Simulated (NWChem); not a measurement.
CH₄F₂OSi; SMILES OC[SiH](F)F

```xyz
9

O      0.2130     2.1866     0.1518
C     -0.5381     1.1598    -0.4478
Si     0.0121    -0.4527     0.3227
F     -0.9938    -1.6089    -0.1960
F      1.4843    -0.8510    -0.2073
H     -0.0207     3.0255    -0.2572
H     -0.3871     1.0876    -1.5447
H     -1.6315     1.2688    -0.2898
H      0.0314    -0.4588     1.8016
```
Atoms are numbered in this order, from 1.

Level: PBE0/def2-SVP (NWChem), optimised geometry, unscaled harmonic frequencies. 

Problem. List the harmonic frequencies with IR intensities, and the thermochemistry.

Solution. 
```
frequency (cm⁻¹)  IR intensity (km/mol)
----------------  ---------------------
75                                  8.2
135                                 7.5
225                                61.2
278                                11.5
300                                75.1
362                                45.3
682                                19.3
765                                96.6
817                                32.0
856                                 8.7
907                               220.9
979                               213.7
1126                               58.1
1186                               27.8
1228                                3.7
1380                               16.8
1473                                4.7
2320                              113.0
2991                               31.8
3040                               27.5
3886                               53.9
```

* **zero-point energy**: 35.7 kcal/mol
* **thermal correction to the enthalpy at 298.15 K (with zero-point energy)**: 40.4 kcal/mol
* **heat capacity Cv**: 21.1 cal/(mol K)
* **entropy at 298.15 K and 1 atm (symmetry number 1)**: 80.4 cal/(mol K)
* **dipole moment**: 2.88 D

Rigid rotor and harmonic oscillator; modes under 100 cm⁻¹ make the entropy uncertain.
